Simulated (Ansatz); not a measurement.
`CO[SiH](N)Br` and `N[SiH](Br)C=O` differ in one atom or group.

Ansatz, PBE0-D4/def2-TZVP geometries, multiplicity 1. Each molecule was computed in one conformer, which needn't be the lowest.

Scalar relativity is left out up to krypton.

| property | `CO[SiH](N)Br` |
| --- | --- |
| LUMO energy (B3LYP/def2-TZVPP) / eV | 0.46 |
| size of the dipole moment (PBE/def2-TZVPP) / D | 1.81 |
| HOMO energy (PBE0/def2-TZVPP) / eV | -7.93 |
| HOMO energy (B3LYP/def2-TZVPP) / eV | -7.65 |
| size of the dipole moment (B3LYP/def2-TZVPP) / D | 1.82 |
| size of the dipole moment (ωB97M-V/def2-TZVPP) / D | 1.85 |

Question: What does the change do to each property? (Best estimate.)

Answer: The calculation gave: 
| property | `N[SiH](Br)C=O` | shift |
| --- | --- | --- |
| LUMO energy (B3LYP/def2-TZVPP) / eV | -2.10 | -2.56 |
| size of the dipole moment (PBE/def2-TZVPP) / D | 1.64 | -0.17 |
| HOMO energy (PBE0/def2-TZVPP) / eV | -7.26 | 0.67 |
| HOMO energy (B3LYP/def2-TZVPP) / eV | -7.05 | 0.60 |
| size of the dipole moment (B3LYP/def2-TZVPP) / D | 1.74 | -0.08 |
| size of the dipole moment (ωB97M-V/def2-TZVPP) / D | 1.75 | -0.10 |

With PBE0 the HOMO rises by 0.67 eV and the LUMO falls by 2.63 eV, so the gap narrows by about 3.30 eV. PBE moves the HOMO by 0.70 eV and ωB97M-V by 0.73 eV. Dipoles are sizes alone; their direction can turn.

B3LYP here is the variant with VWN-RPA as its local correlation; programs differ in this.

Spin–orbit coupling is left out; it splits and shifts lone-pair levels of the heavy atoms by tenths of an eV.
